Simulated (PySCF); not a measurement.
Spectrum to structure. Method used: PySCF 2.14.0, density-fitted response routines, TDDFT PBE0/def2-SVPD, vertical, gas phase, core orbitals frozen in the response. Geometries: GFN2-xTB, one conformer each.

```csv
state,ν̃ (cm⁻¹),f,"main configurations (H = HOMO, L = LUMO)"
S1,43020,0.223,H→L (95%)
S2,44470,0.0004,H-1→L (95%)
S3,44570,0.0004,H→L+1 (93%)
S4,50700,0.019,"H-2→L (69%), H→L+3 (21%)"
S5,52030,0.0000,H→L+2 (95%)
S6,54340,0.0006,H-2→L+1 (93%)
S7,54550,0.078,"H-1→L+1 (52%), H→L+3 (43%)"
S8,56620,0.0042,"H→L+4 (60%), H→L+5 (34%)"
```

Orbital energies (eV): HOMO-3 -8.94, HOMO-2 -8.13, HOMO-1 -7.86, HOMO -6.71, LUMO -0.66, LUMO+1 0.18, LUMO+2 0.79.

Question: Which candidate is it? All have the formula C6H7NS.
A. `CSC1=CC=CC=N1`
B. `c1ccc(N)c(S)c1`
C. `c1csc(C2CC2)n1`
D. `NC1=CC=C(S)C=C1`

Answer: C. Its S1, at 5.33 eV, is the highest among the candidates; the nearest of the others has S1 at 4.74 eV. S1 is HOMO→LUMO (95%). Löwdin shares by element: HOMO carbon 57% or more, sulfur 11% (atoms not listed hold the other 32%); LUMO carbon 40% or more, sulfur 24%, nitrogen 13% (atoms not listed hold the other 23%). At the same level the other candidates give, for their lowest levels:
- `CSc1ccccn1`: 4.49 eV (f 0.035); 5.06 eV (f 0.277); 5.10 eV (f 0.002); 5.40 eV (f 0.000); 5.47 eV (f 0.000); T1 3.77 eV; HOMO -6.28, LUMO -0.84 eV
- `Nc1ccc(S)cc1`: 4.26 eV (f 0.029); 4.63 eV (f 0.001); 5.07 eV (f 0.304); 5.25 eV (f 0.047); 5.42 eV (f 0.009); T1 3.44 eV; HOMO -5.55, LUMO -0.36 eV
- `Nc1ccccc1S`: 4.74 eV (f 0.065); 5.22 eV (f 0.038); 5.46 eV (f 0.020); 5.56 eV (f 0.006); 5.84 eV (f 0.160); T1 3.83 eV; HOMO -6.11, LUMO -0.35 eV

The values belong to the conformer `[cH:1]1[cH:2][s:3][c:4]([CH:5]2[CH2:6][CH2:7]2)[n:8]1`: S3–C4–C5–C6 145°.
Triplets come from the Tamm–Dancoff approximation.
